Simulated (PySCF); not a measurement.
CF2GaNO, SMILES O=C=[N][Ga]([F])[F].

Geometry: TPSSh-D3(BJ)/def2-SVP. The structure was generated by enumeration; whether it is a known compound was not checked. One conformer was computed; it need not be the lowest.

Two levels are set side by side: TDA-PBE/def2-SVPD (PySCF) and TDA-B3LYP/def2-SVPD (PySCF). Vertical, same geometry. The lowest singlet is HOMO−1→LUMO 100 % with PBE and HOMO−1→LUMO 99 % with the other functional; states are paired by order. Differences are taken from unrounded values.

```csv
quantity,TDA-B3LYP
lowest singlet excitation (eV),5.79
lowest triplet excitation (TDA) (eV),5.43
first bright state (f over 0.05) (eV),6.81
its oscillator strength,0.13
```

What does TDA-PBE give, and how far is it from TDA-B3LYP? (Estimate from the structure and the level; the computed values follow.)


```csv
quantity,TDA-PBE,TDA-PBE minus TDA-B3LYP
lowest singlet excitation (eV),5.15,-0.64
lowest triplet excitation (TDA) (eV),4.83,-0.60
first bright state (f over 0.05) (eV),6.37,-0.44
its oscillator strength,0.12,-0.01
```

A lower first singlet is the usual sign of a functional without exact exchange. Differences between two approximate levels are no errors against the true value.

Rough cost on one machine, each run with all the roots and properties that it gave: TDA-B3LYP against TDA-PBE about 2 times.
